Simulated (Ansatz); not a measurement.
System: CHF (charge 0, singlet). SMILES: [CH]F
Structure (B3LYP-D3(BJ)/def2-TZVP (Ansatz, an electronic-structure program) minimum search):
```xyz
3

C     -0.5669     0.4516    -0.0174
F      0.5297    -0.2636     0.0165
H     -1.3661    -0.3376    -0.0445
```
Charge 0, spin multiplicity 1.

Quantity: vertical ionisation energy (to the doublet state of charge +1; each state is the SCF solution reached for its spin; for the singlet the Hartree-Fock reference is unstable and T1 is 0.017), in eV. Correlated levels leave the core frozen unless marked. Open shells are spin-unrestricted. Spin-orbit coupling is left out. No relativistic terms. CBS marks a two-point X^-3 extrapolation of the correlation energy; Hartree-Fock from the larger set.

```tsv
level	program	vertical ionisation energy (eV)
r2SCAN/def2-TZVPD	Ansatz	10.28
PBE0/def2-TZVPD	Ansatz	10.44
```

**Question.** Predict the CCSD(T)/CBS(aug-cc-pVTZ,aug-cc-pVQZ) result (Ansatz).

**Answer.** 10.67 eV
